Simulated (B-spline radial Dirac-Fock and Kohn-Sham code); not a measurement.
**Dipole and non-dipole photoemission parameters of Ho⁺ 5p1/2**

System: the Ho⁺ ion, [Xe] 4f11 6s1; threshold 40.39 eV (orbital energy of the model). The computed values come from a radial atomic solver: Dirac-Hartree-Slater photoionisation with a Latter tail; cross sections with all multipoles, angular parameters from the dipole term and its interference with E2.

For linearly polarised light dσ/dΩ = σ/(4π) [1 + β P₂(cos θ) + (δ + γ cos²θ) sin θ cos φ], with θ from the polarisation vector and φ the angle between the beam and the projection of the electron momentum on the plane normal to the polarisation.

| hν (eV) | σ (kb) | β | γ | δ |
| --- | --- | --- | --- | --- |
| 82.8 | 278 | 1.323 | 0.358 | -0.025 |
| 94 | 180 | 0.985 | 0.386 | -0.027 |
| 100 | 147 | 0.805 | 0.380 | -0.026 |
| 121 | 85.3 | 0.287 | 0.272 | -0.015 |
| 167 | 44.6 | -0.056 | -0.003 | 0.020 |
| 197 | 35.8 | 0.059 | -0.060 | 0.032 |
| 300 | 24.1 | 0.680 | 0.080 | 0.035 |
| 316 | ? | ? | ? | ? |
| 369 | 19.9 | 0.957 | 0.192 | 0.028 |
| 392 | 18.8 | 1.028 | 0.221 | 0.026 |
| 408 | 18.1 | 1.072 | 0.238 | 0.024 |
| 709 | 10.1 | 1.491 | 0.315 | 0.007 |
| 751 | 9.47 | 1.518 | 0.306 | 0.005 |
| 940 | 7.15 | 1.604 | 0.248 | 0.002 |
| 1000 | 6.59 | 1.622 | 0.227 | 0.001 |
| 1486.9 | 3.74 | 1.698 | 0.080 | -0.002 |
| 2010 | 2.31 | 1.718 | -0.002 | -0.003 |
| 2050 | 2.23 | 1.718 | -0.005 | -0.003 |
| 2310 | 1.82 | 1.718 | -0.019 | -0.003 |
| 2330 | 1.80 | 1.718 | -0.019 | -0.003 |
| 2430 | 1.67 | 1.717 | -0.021 | -0.003 |
| 4000 | 0.656 | 1.677 | 0.096 | -0.003 |
| 4770 | 0.460 | 1.652 | 0.199 | -0.002 |
| 5100 | 0.400 | 1.641 | 0.246 | -0.001 |
| 6000 | 0.283 | 1.612 | 0.379 | 0.002 |
| 7520 | 0.172 | 1.565 | 0.604 | 0.009 |
| 9251.7 | 0.107 | 1.516 | 0.842 | 0.018 |
| 11300 | 0.0660 | 1.463 | 1.096 | 0.031 |
| 13900 | 0.0395 | 1.404 | 1.379 | 0.049 |
| 15000 | 0.0325 | 1.381 | 1.488 | 0.057 |

Q: Give the values at 316 eV.

A: σ = 23.0 kb, β = 0.754, γ = 0.109, δ = 0.033.
